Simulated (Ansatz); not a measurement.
C6H4AlF7O2 (`[CH3][Al-]1([F])[O]C(C(F)(F)F)=CC(C(F)(F)F)=[O+]1`), relaxed with RKS PBE-D4/def2-SVP in Ansatz from a rough embedded geometry. The force threshold is 0.03 eV/Å; the program also tests the step.

Charge 0, multiplicity 1.

Start:

```xyz
20

C    -2.265    2.084   -0.851
Al   -0.514    1.812    0.003
F     0.136    3.349    0.600
O     0.741    1.001   -1.060
C     1.111   -0.349   -0.879
C     2.026   -0.960   -1.921
F     1.435   -2.088   -2.408
F     3.258   -1.295   -1.308
F     2.257   -0.031   -2.959
C     0.749   -1.025    0.202
C    -0.125   -0.551    1.316
C    -0.325   -1.474    2.493
F     0.871   -1.840    3.012
F    -0.962   -2.641    2.013
F    -1.158   -0.897    3.447
O    -0.643    0.597    1.337
H    -2.592    1.092   -1.294
H    -2.988    2.505   -0.223
H    -2.133    2.767   -1.764
H     1.122   -2.054    0.245
```

Problem. By how much does the energy fall, and how many steps does the optimiser take? (Estimate.)

Solution. The calculation gave: 35.76 kcal/mol, in 29 steps, 2 of them rejected.

Problem. Which bonds change most? (Best estimate.)

Solution. Computed: O4–C5 from 1.411 to 1.277 Å; C10–C11 from 1.493 to 1.405 Å; Al2–F3 from 1.772 to 1.685 Å; C5–C10 from 1.326 to 1.405 Å.

Problem. Give the relaxed structure. (An estimate is asked.)

Solution. The calculation gave: 
```xyz
20

C    -2.418    2.061   -1.015
Al   -0.719    1.724   -0.147
F     0.218    2.951    0.529
O     0.473    0.721   -1.205
C     1.109   -0.326   -0.844
C     2.119   -0.837   -1.891
F     1.458   -1.229   -2.997
F     2.830   -1.884   -1.427
F     2.971    0.145   -2.225
C     0.937   -1.028    0.361
C    -0.040   -0.623    1.287
C    -0.277   -1.455    2.564
F     0.603   -2.472    2.667
F    -1.520   -1.970    2.539
F    -0.156   -0.674    3.649
O    -0.810    0.389    1.177
H    -2.892    1.134   -1.399
H    -3.134    2.536   -0.313
H    -2.294    2.753   -1.873
H     1.543   -1.917    0.564
```
